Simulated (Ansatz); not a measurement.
`CC(C)(C)[N]([SiH3])[GeH3]`, relaxed with RKS PBE-D4/def2-SVP in the Gaussian-basis code of Ansatz from a rough embedded geometry. The force threshold is 0.03 eV/Å; the program also tests the step.

Total charge 0; spin multiplicity 1.

Start:

```xyz
22

C    -0.152   -1.764   -1.021
C     0.377   -0.390   -0.433
C     1.339   -0.654    0.790
C     1.127    0.342   -1.553
N    -0.823    0.446   -0.073
Si   -1.946   -0.220    1.150
Ge   -0.433    2.217    0.492
H     0.733   -2.290   -1.415
H    -0.515   -2.364   -0.233
H    -0.850   -1.594   -1.811
H     1.730    0.313    1.161
H     0.781   -1.160    1.575
H     2.230   -1.264    0.489
H     0.548    0.605   -2.402
H     1.961   -0.395   -1.973
H     1.735    1.235   -1.193
H    -3.084    0.716    1.333
H    -1.265   -0.374    2.436
H    -2.520   -1.516    0.677
H     0.385    3.004   -0.604
H    -1.711    2.955    0.786
H     0.355    2.152    1.822
```

| step | energy (eV) | largest force (eV/Å) | largest move (Å) |
| --- | --- | --- | --- |
| 1 | -70244.0195 | 3.886 | 0.000 |
| 2 | -70244.4578 | 1.041 | 0.181 |
| 3 | -70244.5270 | 0.309 | 0.200 |
| 4 | -70244.5663 | 0.208 | 0.138 |
| 5 | -70244.5743 | 0.740 | 0.200 |
| 6 | -70244.6051 | 0.371 | 0.071 |
| 7 | -70244.6366 | 0.053 | 0.200 |
| 8 | -70244.6478 | 0.178 | 0.191 |
| 9 | -70244.6608 | 0.184 | 0.176 |
| 10 (rejected) | -70244.6257 | 0.539 | 0.059 |
| 11 | -70244.6628 | 0.028 | 0.029 |
| 12 | -70244.6633 | 0.014 | 0.049 |

End:

```xyz
22

C    -0.091   -1.713   -0.852
C     0.468   -0.390   -0.293
C     1.462   -0.692    0.848
C     1.195    0.341   -1.436
N    -0.657    0.451    0.226
Si   -2.056   -0.303    0.985
Ge   -0.411    2.302    0.361
H     0.732   -2.338   -1.252
H    -0.599   -2.312   -0.067
H    -0.815   -1.524   -1.669
H     1.883    0.246    1.262
H     0.957   -1.232    1.674
H     2.307   -1.318    0.494
H     0.492    0.591   -2.256
H     2.000   -0.298   -1.850
H     1.675    1.279   -1.089
H    -2.860    0.794    1.620
H    -1.678   -1.301    2.057
H    -2.948   -1.036    0.014
H    -0.433    2.979   -1.039
H    -1.576    2.844    1.222
H     0.952    2.630    1.043
```

It took 16 s on 4 threads of an AMD EPYC 7R13 on a shared host and a share of an NVIDIA H100 80 GB, with 0.86 GiB of host memory at the peak.
